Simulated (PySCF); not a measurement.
Molfile (atoms numbered from 1):
```
C6H10N2Si
     RDKit          3D

 19 20  0  0  0  0  0  0  0  0999 V2000
    2.7546    0.6057   -0.5697 C   0  0  0  0  0  0  0  0  0  0  0  0
    1.3937    0.7953   -0.1157 N   0  0  0  0  0  0  0  0  0  0  0  0
    0.7239   -0.4312    0.1979 C   0  0  2  0  0  0  0  0  0  0  0  0
   -0.1372   -1.5490   -1.1195 Si  0  0  0  0  0  4  0  0  0  0  0  0
   -0.7867   -0.4244    0.2245 C   0  0  1  0  0  0  0  0  0  0  0  0
   -1.7112   -0.3772    1.3818 C   0  0  0  0  0  0  0  0  0  0  0  0
   -1.6781    0.7742    0.3977 C   0  0  2  0  0  0  0  0  0  0  0  0
   -2.7675    0.9542   -0.4893 C   0  0  0  0  0  0  0  0  0  0  0  0
   -3.6419    1.0920   -1.2175 N   0  0  0  0  0  0  0  0  0  0  0  0
    2.8254   -0.0568   -1.4465 H   0  0  0  0  0  0  0  0  0  0  0  0
    3.1869    1.5733   -0.8177 H   0  0  0  0  0  0  0  0  0  0  0  0
    3.3322    0.1604    0.2407 H   0  0  0  0  0  0  0  0  0  0  0  0
    0.8630    1.3077   -0.8146 H   0  0  0  0  0  0  0  0  0  0  0  0
    1.1978   -0.9023    1.0574 H   0  0  0  0  0  0  0  0  0  0  0  0
   -0.2099   -1.0300   -2.4719 H   0  0  0  0  0  0  0  0  0  0  0  0
   -0.2482   -2.9757   -0.8965 H   0  0  0  0  0  0  0  0  0  0  0  0
   -2.5833   -1.0171    1.3769 H   0  0  0  0  0  0  0  0  0  0  0  0
   -1.3070   -0.1914    2.3677 H   0  0  0  0  0  0  0  0  0  0  0  0
   -1.2161    1.7016    0.7219 H   0  0  0  0  0  0  0  0  0  0  0  0
  1  2  1  0
  2  3  1  0
  3  4  1  0
  4  5  1  0
  5  6  1  1
  6  7  1  0
  7  8  1  0
  8  9  3  0
  5  3  1  0
  7  5  1  0
  1 10  1  0
  1 11  1  0
  1 12  1  0
  2 13  1  0
  3 14  1  1
  4 15  1  0
  4 16  1  0
  6 17  1  0
  6 18  1  0
  7 19  1  1
M  END
```

Level of theory: GFN2-xTB geometry, σ from GIAO-PBE0/pcSseg-1, in PySCF 2.14.0 with density-fitted response routines (relativity neglected, one conformer, one averaged value for each set of equivalent atoms, no solvent model).

Chemical shifts δ = σref − σ; TMS for 13C (186.93 ppm) and 1H (31.72 ppm) and 29Si (349.16 ppm); 15N (267.73 ppm) against NH3, all at this level.

```csv
atoms,nucleus,count,Hirshfeld charge,δ (ppm)
C7,13C,1,-0.02,4.5
H17,1H,1,0.06,?
C8,13C,1,0.08,?
C3,13C,1,-0.06,50.7
H18,1H,1,0.06,?
C5,13C,1,-0.09,19.0
H15,1H,1,-0.06,3.02
C1,13C,1,-0.07,41.6
Si4,29Si,1,0.29,-133.2
H19,1H,1,0.07,1.77
N9,15N,1,-0.24,?
H10/H11/H12,1H,3,0.04,2.61
N2,15N,1,-0.15,51.2
H16,1H,1,-0.06,?
H13,1H,1,0.11,-0.57
C6,13C,1,-0.07,23.7
H14,1H,1,0.04,2.68
```

Q: Complete the table.

A: 
- C8: 127.7 ppm, nitrile carbon; C≡N carbons fall here, among the sp2 signals but without a proton
- H16: 3.16 ppm, hydrogen on a silicon bonded to 2 C, in a 3-membered ring
- H17: 1.64 ppm, hydrogen on a three-membered-ring carbon
- H18: 1.54 ppm, hydrogen on a three-membered-ring carbon; cyclopropane-type protons are shielded by the ring
- N9: 290.4 ppm, nitrile nitrogen

OH and NH positions are those of a molecule without intermolecular hydrogen bonds; in solution they move with solvent, concentration and temperature, and exchange usually removes their couplings. Shifts are as computed. Against solution values, carbons near 30 ppm lie about +3 ppm off and those near 130 ppm about +5 ppm. Of 1211 compounds with measured shifts, 218 miss one by over three times the rms of a fit or turn the order of signals round; such compounds aren't used in these exercises. Experimental scales use liquid or dissolved standards, which lie at an offset from isolated NH3 (liquid NH3: subtract about 20 ppm). Unscaled 15N shifts of sp2 nitrogen come out 20 to 40 ppm too high even then.
